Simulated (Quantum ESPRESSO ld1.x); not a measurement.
These are the eigenvalues of the occupied orbitals of an atom or ion with whole-number occupations (eV). Calculated with ld1.x of Quantum ESPRESSO 7.5: Dirac Kohn-Sham, PBE, spin-unpolarised, spherical densities, point nucleus.

1s1/2: -55436.314
2s1/2: -9264.907
2p1/2: -8817.506
2p3/2: -7960.350
3s1/2: -2065.220
3p1/2: -1869.632
3p3/2: -1690.528
3d3/2: -1355.611
3d5/2: -1316.464
4s1/2: -404.868
4p1/2: -327.305
4p3/2: -287.425
4d3/2: -159.931
4d5/2: -152.738
5p1/2: -30.054
5p3/2: -25.130
6s1/2: -3.982
4f5/2: -1.656
4f7/2: -0.765

Which element is it, and in what charge state? The configuration may be excited. Open shells, if any, are shared by 2j + 1.

Answer. Z = 67, holmium, charge 0: Ho in [Kr] 4d10 4f13 5p6 6s2. The list shows which subshells hold electrons but not how many an open one holds; the 1s level, -2037.2 hartree, gives Z - s = 63.8 by -(Z - s)^2/2, which with screening and relativity narrows Z to a few neighbours, and the depths of the outer levels then fix element, charge and occupations together.
